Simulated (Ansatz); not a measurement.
A nudged elastic band was laid between two geometries of AlClFHO + H4Si (10 atoms, charge 0, multiplicity 1).

All numbers below come from RKS PBE/def2-SVP (Ansatz 0.2.0).

```
movable images  : 7
climbing image  : yes
spring          : 5.0 eV/Å²
optimiser       : quadratic models (default)
start path      : through a guess of the saddle point
force threshold : 0.05 eV/Å
iteration limit : 60
end points      : relaxed
```

Image 0:

```xyz
10
Properties=species:S:1:pos:R:3
Al -0.016 0.154 0.027
F -0.113 1.217 1.323
Cl 1.390 0.529 -1.491
O -1.332 -0.898 -0.335
H -2.142 -0.885 0.200
Si 0.625 -2.676 1.050
H 0.470 -3.195 -0.340
H 1.799 -3.317 1.736
H -0.602 -2.796 1.897
H 1.038 -1.197 1.006
```

Image 8:

```xyz
10
Properties=species:S:1:pos:R:3
Al -0.005 -0.505 -0.285
F -0.012 0.141 1.649
Cl 1.563 0.663 -1.114
O -1.579 -0.176 -0.888
H -2.332 -0.782 -0.832
Si 0.668 -2.627 0.786
H -0.325 -3.750 0.932
H 2.035 -3.198 0.532
H 0.790 -2.122 2.258
H 0.312 -0.708 2.036
```

**Question.** What changes between the two ends?

**Answer.** Bonds broken: Si6–H10. Bonds formed: Al1–Si6, F2–H10. AlClFHO + H4Si becomes AlClFH5OSi.

**Question.** Give the energies along the band, and the barrier.

**Answer.** It converged. The highest image is number 5 of 0 to 8, 1.57 eV above the first end and 0.25 eV above the last; the last end lies 1.31 eV above the first. A vibrational analysis at the climbing image gives 2 clearly imaginary modes (447i, 53i cm⁻¹): a point of higher order, so a lower path passes nearby. The orbitals stay closed-shell, which can raise the energy where a bond breaks towards radicals; this wasn't checked here.

| image | path coordinate (Å) | energy (eV) | Si6–H10 (Å) | Al1–Si6 (Å) | F2–H10 (Å) |
| --- | --- | --- | --- | --- | --- |
| 0 | 0.00 | 0.00 | 1.54 | 3.08 | 2.69 |
| 1 | 0.77 | 0.01 | 1.53 | 3.07 | 2.60 |
| 2 | 1.54 | 0.02 | 1.53 | 3.10 | 2.54 |
| 3 | 2.31 | 0.04 | 1.53 | 3.14 | 2.43 |
| 4 | 3.07 | 0.43 | 1.57 | 2.94 | 1.83 |
| 5 | 3.84 | 1.57 | 2.05 | 2.58 | 1.09 |
| 6 | 4.57 | 1.42 | 2.48 | 2.48 | 0.96 |
| 7 | 5.30 | 1.34 | 2.36 | 2.47 | 0.98 |
| 8 | 6.03 | 1.31 | 2.32 | 2.47 | 0.99 |

**Question.** What is the geometry of the highest image?

**Answer.** 
```xyz
10
Properties=species:S:1:pos:R:3:forces:R:3
Al -0.020 -0.409 -0.185 -0.03 -0.01 0.00
F 0.103 0.417 1.552 0.01 -0.01 0.00
Cl 1.537 0.275 -1.432 0.00 0.00 0.00
O -1.614 -0.319 -0.798 0.02 0.00 0.02
H -2.418 -0.624 -0.352 -0.01 0.00 -0.01
Si 0.711 -2.552 1.060 0.01 0.00 0.01
H 0.052 -3.506 0.092 0.00 0.00 -0.01
H 2.197 -2.774 1.024 0.00 0.00 0.00
H 0.203 -2.943 2.429 0.00 0.00 0.00
H 0.364 -0.629 1.684 0.00 0.01 0.00
```

The band took 15 iterations and of the order of 5 core-minutes.

The run took 2.8 min on 2 threads of AMD EPYC 7B13 (Zen 3) (shared host), peak memory 0.17 GiB.
